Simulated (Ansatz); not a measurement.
Computed with Ansatz on PBE0-D4/def2-TZVP structures; ΔE is electronic, products minus reactants. CCSD(T)/CBS adds triple-zeta CCSD(T) − MP2 to the extrapolated MP2 energy (def2 sets, frozen cores). This one scheme is used for every species. Functionals use def2-TZVPP. B3LYP here is the variant with VWN-RPA as its local correlation; programs differ in this. HSE06 is defined as in plane-wave codes. For Ga, Ge outer-core shells are correlated without core-valence functions, which leaves a few kJ/mol of doubt a bond. Scalar relativity is left out up to krypton. Each species was taken in one conformer, which may not be the lowest.

Reaction (formal exchange of groups at a Ge–C bond): `O=[CH][GeH3]` + `C=[CH][GaH][F]` → `C=[CH][GaH][GeH3]` + `O=CF`

```csv
level,ΔE (kJ/mol),difference from CCSD(T)/CBS
LDA (SPW92),1.8,-26.5
PBE-D4,13.5,-14.8
revPBE-D4,17.4,-10.9
BLYP-D4,27.4,-0.9
r2SCAN-D4,20.2,-8.1
B97M-V,25.1,-3.2
PBE0-D4,12.6,-15.7
B3LYP-D4,24.9,-3.4
r2SCANh-D4,18.9,-9.4
r2SCAN0-D4,17.3,-11.0
HSE06-D4,12.4,-15.9
BHLYP-D4,24.4,-3.9
ωB97X-V,25.6,-2.7
PBE-QIDH,19.9,-8.4
PBE,16.3,-12.0
revPBE,21.2,-7.1
BLYP,32.2,3.9
PBE0,15.3,-13.0
B3LYP,29.4,1.1
r2SCANh,19.9,-8.4
r2SCAN0,18.3,-10.0
HSE06,15.1,-13.2
BHLYP,30.1,1.8
CAM-B3LYP,29.9,1.6
LC-ωPBE,23.9,-4.4
RPA@PBE/def2-TZVPP,27.0,-1.3
HF/def2-SVP,28.7,0.4
CCSD/def2-SVP,23.6,-4.7
CCSD(T)/def2-SVP,21.0,-7.3
HF/def2-TZVPP,35.0,6.7
MP2/def2-TZVPP,28.6,0.3
SCS-MP2/def2-TZVPP,34.4,6.1
CCSD/def2-TZVPP,28.6,0.3
CCSD(T)/def2-TZVPP,26.8,-1.5
HF/def2-QZVPP,38.2,9.9
MP2/def2-QZVPP,30.5,2.2
SCS-MP2/def2-QZVPP,37.3,9.0
HF/CBS(def2),38.6,10.3
MP2/CBS(def2),30.1,1.8
CCSD/CBS(def2),30.0,1.7
CCSD(T)/CBS,28.3,0
```

Largest T1 diagnostic among the species: 0.016.

Leaving LDA and LC-ωPBE aside and taking each functional with its dispersion term where it has one, the values, not all of them listed here, spread over 18.1 kJ/mol, from HSE06-D4 to B2PLYP. LDA lies −14.5 kJ/mol from PBE without D4. In def2-TZVPP, CCSD(T) changes the Hartree–Fock value by −8.2 kJ/mol (the triples alone add −1.8 kJ/mol) and MP2 by −6.4 kJ/mol.
